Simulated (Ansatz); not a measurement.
The inner images of a band of BF$_{3}$H$_{2}$O (7 atoms, charge 0, multiplicity 1) are given out of order.

The calculation used Ansatz 0.2.0, RKS BHLYP/def2-SVP.

First end point:

```xyz
7
Properties=species:S:1:pos:R:3
B 0.032 0.004 0.084
F -0.074 0.543 1.309
F 1.172 0.220 -0.564
F -1.089 -0.013 -0.654
O 0.128 -1.690 0.510
H -0.646 -2.141 0.164
H 0.117 -1.776 1.466
```

Last end point:

```xyz
7
Properties=species:S:1:pos:R:3
B 0.015 -0.444 -0.497
F 0.049 -0.086 2.312
F 1.104 0.268 -0.572
F -1.079 -0.017 -1.082
O 0.042 -1.624 0.154
H -0.789 -2.096 0.124
H 0.300 -0.855 1.875
```

**Question.** Put them in order from the first end to the last, with their energies above the first end.
A.
```xyz
7
Properties=species:S:1:pos:R:3
B 0.049 -0.279 -0.046
F -0.018 0.087 1.533
F 1.159 0.235 -0.538
F -1.111 0.044 -0.605
O 0.140 -1.691 0.393
H -0.608 -2.224 0.126
H 0.031 -1.025 1.451
```
B.
```xyz
7
Properties=species:S:1:pos:R:3
B 0.027 -0.453 -0.444
F -0.016 -0.012 2.157
F 1.125 0.240 -0.558
F -1.098 0.036 -0.912
O 0.079 -1.684 0.104
H -0.759 -2.143 0.081
H 0.285 -0.837 1.887
```
C.
```xyz
7
Properties=species:S:1:pos:R:3
B 0.052 -0.371 -0.160
F -0.019 0.058 1.650
F 1.153 0.237 -0.529
F -1.114 0.055 -0.606
O 0.149 -1.704 0.280
H -0.628 -2.227 0.097
H 0.049 -0.902 1.583
```
D.
```xyz
7
Properties=species:S:1:pos:R:3
B 0.045 -0.456 -0.377
F -0.041 0.054 1.983
F 1.147 0.222 -0.553
F -1.102 0.061 -0.751
O 0.118 -1.719 0.102
H -0.714 -2.187 0.065
H 0.190 -0.827 1.846
```
E.
```xyz
7
Properties=species:S:1:pos:R:3
B 0.046 -0.162 0.040
F -0.025 0.216 1.435
F 1.163 0.230 -0.553
F -1.107 0.025 -0.612
O 0.146 -1.689 0.462
H -0.604 -2.212 0.165
H 0.023 -1.262 1.378
```
F.
```xyz
7
Properties=species:S:1:pos:R:3
B 0.042 -0.060 0.075
F -0.034 0.385 1.362
F 1.164 0.228 -0.573
F -1.103 0.009 -0.622
O 0.150 -1.696 0.484
H -0.605 -2.197 0.166
H 0.027 -1.521 1.424
```
G.
```xyz
7
Properties=species:S:1:pos:R:3
B 0.052 -0.430 -0.283
F -0.025 0.064 1.813
F 1.151 0.229 -0.535
F -1.109 0.067 -0.643
O 0.142 -1.717 0.168
H -0.668 -2.215 0.076
H 0.098 -0.851 1.719
```

**Answer.** F (+2.3 kcal/mol), E (+13.8 kcal/mol), A (+28.0 kcal/mol), C (+21.2 kcal/mol), G (+14.7 kcal/mol), D (+12.2 kcal/mol), B (+11.7 kcal/mol).

Run time: 5 min on 1 thread of Arm Neoverse V1, on a shared host, peak memory 0.15 GiB.
